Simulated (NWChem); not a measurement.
Program: NWChem. System: C$_{3}$H$_{5}$FOSi, charge 0, spin multiplicity 1, at a geometry optimised with PBE/def2-SVP. The structure started from a generated list of species. Level: PBE/def2-SVP.

NWChem printed:

```
             Northwest Computational Chemistry Package (NWChem) 7.3.0
             --------------------------------------------------------

                                NWChem Input Module
                                -------------------

 Scaling coordinates for geometry "geometry" by  1.889725989
 (inverse scale =  0.529177249)

                             Geometry "geometry" -> ""
                             -------------------------

 Output coordinates in angstroms (scale by  1.889725989 to convert to a.u.)

  No.       Tag          Charge          X              Y              Z
 ---- ---------------- ---------- -------------- -------------- --------------
    1 F                    9.0000    -1.19967200     1.82779900    -0.49483900
    2 C                    6.0000    -0.98640200     0.55054900    -0.19810600
    3 C                    6.0000    -1.46681300    -0.65640500    -0.57608500
    4 O                    8.0000    -0.61495800    -1.41370300     0.24395900
    5 C                    6.0000     0.00587800    -0.14307100     0.69815300
    6 Si                  14.0000     1.84316800    -0.14787900     0.16552800
    7 H                    1.0000    -2.19746700    -1.12619200    -1.24637900
    8 H                    1.0000    -0.13966200    -0.01789000     1.79308700
    9 H                    1.0000     2.45357800     1.19184000     0.47656200
   10 H                    1.0000     2.58097500    -1.21221400     0.92715900
   11 H                    1.0000     1.89895000    -0.41223900    -1.30971600

 Effective nuclear repulsion energy (a.u.)     283.9326698484

            Nuclear Dipole moment (a.u.)
            ----------------------------
        X                 Y               Z
 ---------------- ---------------- ----------------
    -0.0000151178     0.0000075589    -0.0000037795


 Summary of "ao basis" -> "" (spherical)
 ------------------------------------------------------------------------------
       Tag                 Description            Shells   Functions and Types
 ---------------- ------------------------------  ------  ---------------------
 *                          def2-svp                  on all atoms

  pbe96 is a nonlocal functional; adding pw91lda local functional.

                                 NWChem DFT Module
                                 -----------------

 Summary of "ao basis" -> "ao basis" (spherical)
 ------------------------------------------------------------------------------
[...]
 Vector   26  Occ=2.000000D+00  E=-2.709595D-01
              MO Center=  2.9D-02, -4.5D-01,  2.7D-01, r^2= 3.2D+00
   Bfn.  Coefficient  Atom+Function         Bfn.  Coefficient  Atom+Function
  ----- ------------  ---------------      ----- ------------  ---------------
    60      0.317271   5 C  px               46     -0.264431   4 O  px
    78     -0.233294   6 Si px               34      0.225717   3 C  pz
    48      0.194637   4 O  pz               49     -0.185401   4 O  px
    63      0.171308   5 C  px               94     -0.162604   8 H  s
    37      0.146794   3 C  pz               81     -0.147225   6 Si px

 Vector   27  Occ=2.000000D+00  E=-1.904470D-01
              MO Center= -9.7D-01, -2.3D-01, -1.6D-01, r^2= 2.3D+00
   Bfn.  Coefficient  Atom+Function         Bfn.  Coefficient  Atom+Function
  ----- ------------  ---------------      ----- ------------  ---------------
    20      0.299540   2 C  pz               48     -0.297976   4 O  pz
    18     -0.260700   2 C  px               46      0.260032   4 O  px
    51     -0.236074   4 O  pz               34      0.228244   3 C  pz
    49      0.217994   4 O  px               32     -0.210911   3 C  px
     6      0.189059   1 F  pz               23      0.183143   2 C  pz

 Vector   28  Occ=0.000000D+00  E=-1.894446D-02
              MO Center= -5.7D-01, -2.1D-01, -1.5D-01, r^2= 4.0D+00
   Bfn.  Coefficient  Atom+Function         Bfn.  Coefficient  Atom+Function
  ----- ------------  ---------------      ----- ------------  ---------------
    35      0.385926   3 C  px               37     -0.344808   3 C  pz
    81     -0.339756   6 Si px               20      0.337178   2 C  pz
    83      0.337342   6 Si pz               23      0.331170   2 C  pz
    95     -0.332594   8 H  s                32      0.304449   3 C  px
    34     -0.291693   3 C  pz               73      0.265431   6 Si s

 Vector   29  Occ=0.000000D+00  E=-3.222050D-03
              MO Center=  4.5D-01, -2.1D-01,  2.8D-01, r^2= 4.1D+00
   Bfn.  Coefficient  Atom+Function         Bfn.  Coefficient  Atom+Function
  ----- ------------  ---------------      ----- ------------  ---------------
    82      0.695812   6 Si py              100     -0.611376   9 H  s
    45      0.539842   4 O  s                17     -0.507802   2 C  s
    64      0.472577   5 C  py              105      0.423577  10 H  s
    36      0.370006   3 C  py               22      0.360602   2 C  py
    50      0.286446   4 O  py               31      0.281454   3 C  s

 Vector   30  Occ=0.000000D+00  E= 5.243427D-03
              MO Center=  1.6D+00, -1.1D-01,  2.8D-01, r^2= 4.6D+00
   Bfn.  Coefficient  Atom+Function         Bfn.  Coefficient  Atom+Function
  ----- ------------  ---------------      ----- ------------  ---------------
    59      1.416127   5 C  s                81      1.246185   6 Si px
    95     -0.594749   8 H  s               105     -0.464004  10 H  s
   100     -0.373303   9 H  s                63      0.364045   5 C  px
   110     -0.279206  11 H  s                83     -0.264455   6 Si pz
    73      0.244941   6 Si s                78      0.189284   6 Si px

 center of mass
 --------------
 x =  -0.10533488 y =   0.06177116 z =  -0.02061816

 moments of inertia (a.u.)
 ------------------
         477.252923704492         102.349482957308        -119.548032834153
         102.349482957308         754.209355716851          71.246533984181
        -119.548032834153          71.246533984181        1057.975796808493

     Multipole analysis of the density
     ---------------------------------

     L   x y z        total         alpha         beta         nuclear
     -   - - -        -----         -----         ----         -------
     0   0 0 0      0.000000    -27.000000    -27.000000     54.000000

     1   1 0 0      0.050072      0.025043      0.025043     -0.000015
     1   0 1 0      0.068169      0.034081      0.034081      0.000008
     1   0 0 1      0.084452      0.042228      0.042228     -0.000004

     2   2 0 0    -30.500189   -199.915716   -199.915716    369.331243
     2   1 1 0      1.017120     22.992458     22.992458    -44.967797
     2   1 0 1      1.209864    -31.971598    -31.971598     65.153060
     2   0 2 0    -34.471954   -115.828434   -115.828434    197.184915
     2   0 1 1      1.356598     16.518199     16.518199    -31.679799
     2   0 0 2    -30.227817    -43.299337    -43.299337     56.370857

 Task  times  cpu:       11.1s     wall:       11.1s

 Total times  cpu:       11.1s     wall:       11.1s
```

Question: Write an NWChem input that would produce this output.

Answer: This is not unique; one that fits is 
```
start mol
memory heap 200 mb stack 800 mb global 1000 mb
geometry units angstroms nocenter noautoz noautosym
  F     -1.199672     1.827799    -0.494839
  C     -0.986402     0.550549    -0.198106
  C     -1.466813    -0.656405    -0.576085
  O     -0.614958    -1.413703     0.243959
  C      0.005878    -0.143071     0.698153
  Si     1.843168    -0.147879     0.165528
  H     -2.197467    -1.126192    -1.246379
  H     -0.139662    -0.017890     1.793087
  H      2.453578     1.191840     0.476562
  H      2.580975    -1.212214     0.927159
  H      1.898950    -0.412239    -1.309716
end
basis spherical
  * library def2-svp
end
dft
  xc xpbe96 cpbe96
  semidirect memsize 60000000 filesize 0
  iterations 100
end
task dft energy
```
